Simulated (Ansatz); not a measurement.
Several settings on one geometry of CrCl3 (that of the charge 0 quartet, B3LYP-D4/def2-SVP). Ansatz on 2 threads of AMD EPYC 7R43 on a shared host; times are rough.

```xyz
4

Cr    0.000    0.000   -0.065
Cl    2.139   -0.026    0.034
Cl   -1.047    1.866    0.005
Cl   -1.092   -1.839    0.026
```

Totals from different functionals, basis sets or treatments of relativity can't be compared as stabilities.

DK, ANO-RCC and x2c sets are all-electron and run with scalar relativity unless a key says otherwise. The 6-31G sets use Cartesian d functions. B3LYP takes the VWN-RPA correlation.

Scalar relativity in a set contracted without it gives distorted totals.

The spins typed aren't always the lowest for that charge.

Task: Give the basis size and estimate the energy, ⟨S²⟩ and time of these runs.

| run | method | charge | state | further keys |
| --- | --- | --- | --- | --- |
| 1 | ROKS r2SCANh/def2-mTZVPP | 0 | quartet | pseudopotentials: {relativity: scalar}; scf: {lower_state_search: off}; forces asked |
| 2 | UKS revPBE-D4/6-31G* | 0 | quartet | fitting: {mean_field: def2-universal-jkfit}; scf: {omitted_lower_state_checks: [starts]}; forces asked |
| 3 | UKS revPBE/6-31G | 0 | quartet | scf: {omitted_lower_state_checks: [starts]} |
| 4 | RKS SVWN5/def2-SVPD | 1 | singlet | scf: {lower_state_search: full} |
| 5 | UKS r2SCAN50-D3(BJ)/cc-pVTZ-DK | 0 | quartet | scf: {omitted_lower_state_checks: [starts]}; forces asked |
| 6 | UKS BLYP/def2-mTZVPP | 0 | quartet | point_charges: [{charge: 1.00, position_ang: [5.352, -0.900, -0.631]}]; scf: {lower_state_search: full} |
| 7 | UKS B3LYP/def2-mTZVPP | 0 | quartet | scf: {omitted_lower_state_checks: [starts]} |
| 8 | UKS ωB97/def2-SVP | 0 | quartet | scf: {lower_state_search: off} |

Result: 
| run | functions | energy (Eh) | ⟨S²⟩ | wall time |
| --- | --- | --- | --- | --- |
| 1 | 114 | -2434.1672 | – | 9.5 s |
| 2 | 93 | -2424.7325 | 3.82 | 3.1 s |
| 3 | 68 | -2424.6793 | 3.83 | 2.5 s |
| 4 | 115 | -2417.5907 | – | 10 s |
| 5 | 170 | -2435.6713 | 3.84 | 75 s |
| 6 | 114 | -2425.3119 | 3.81 | 21 s |
| 7 | 114 | -2425.3164 | 3.83 | 6.5 s |
| 8 | 85 | -2424.6575 | 3.82 | 6 s |

This restricted singlet of an open-shell metal wasn't tested against broken symmetry or higher spin.
